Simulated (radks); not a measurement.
Q: These are the eigenvalues of the occupied orbitals of an atom or ion with whole-number occupations (eV). Calculated with a radial shooting solver on a logarithmic mesh with Libxc functionals: scalar-relativistic Kohn-Sham, r2SCAN, spin-polarised, spherical densities, finite nucleus; meta-GGA in the generalised Kohn-Sham scheme; Fermi nuclear charge, rms radius of each element as measured or else 0.836 A^(1/3) + 0.57 fm.

1s up: -10991.93
1s down: -10991.84
2s down: -1383.724
2s up: -1383.720
2p up: -1207.152
2p down: -1207.100
3s up: -173.3760
3s down: -173.3177
3p up: -118.7230
3p down: -118.6528
3d up: -29.8773
3d down: -29.7244
4s up: -12.8405
4s down: -10.8775
4p up: -4.6670

Which element is it, and in what charge state? The configuration may be excited. Open shells, if any, are filled with parallel spins first.

A: Z = 32, germanium, charge 0: Ge in [Ar] 3d10 4s2 4p2. The list shows which subshells hold electrons but not how many an open one holds; the 1s level, -403.95 hartree, gives Z - s = 28.4 by -(Z - s)^2/2, which with screening and relativity narrows Z to a few neighbours, and the depths of the outer levels then fix element, charge and occupations together.
